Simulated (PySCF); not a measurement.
SMILES [SiH2]([SiH2]C=C)F (C₂H₇FSi₂), GFN2-xTB optimised geometry. Atoms within 1.6 Å of the plane z = 0.0 Å (x, y, z in Å): C2 (1.91, 0.68, -1.57), Si3 (1.19, -0.08, 0.00), Si4 (-1.11, -0.08, 0.00), F5 (-1.64, 1.45, 0.00), H9 (1.70, -1.45, 0.09), H10 (1.78, 0.65, 1.13), H11 (-1.75, -0.62, 1.19), H12 (-1.78, -0.63, -1.18).

Method: PySCF with PBE0/def2-TZVP. Cells within 0.4 Å of a nucleus heavier than hydrogen are left out (blank, or x).

Map of the deformation density (molecule minus spherical neutral atoms) (e/bohr³) on the plane z = 0.0 Å:

```
|2222222222222222222222222222222|
|2222222222222222222222222222222|
|2222222222222222222222222222222|
|2222222222222222222222222222222|
|2222222222222222222222222222222|
|2222222222222222221112222222222|
|2222222212222211111111111222222|
|2222222112222211111111111112222|
|2222222224322111111111111111222|
|22222223xxx32111111111111111122|
|22222224xxx32111111111111111112|
|222112234x542111110011111111112|
|2211112246631112210011111111112|
|2211111123321123320011111111112|
|22111110011x1245431xx1101111111|
|2111111000xxx35664xxx1000111112|
|2111111101xxx356531xx1001111112|
|2211111111110244421123211111112|
|2211111111000123222356432111112|
|2211111111000012222478632111122|
|2221111111100111112469732111122|
|2221111111111111112245421111222|
|2222111111111111111222111111222|
|2222211111111111111111111112222|
|2222222111111111111111111122222|
|2222222221111111111111111222222|
|2222222222222222222222222222222|
|2222222222222222222222222222222|
|2222222222222222222222222222222|
|2222222222222222222222222222222|
|2222222222222222222222222222222|
```
Scale: ten equal steps from -0.020 (start of '0') to 0.077 (end of '9'), in the order '0123456789'; x runs from -4.00 to 4.00, y from -4.00 (bottom) to 4.00 (top).
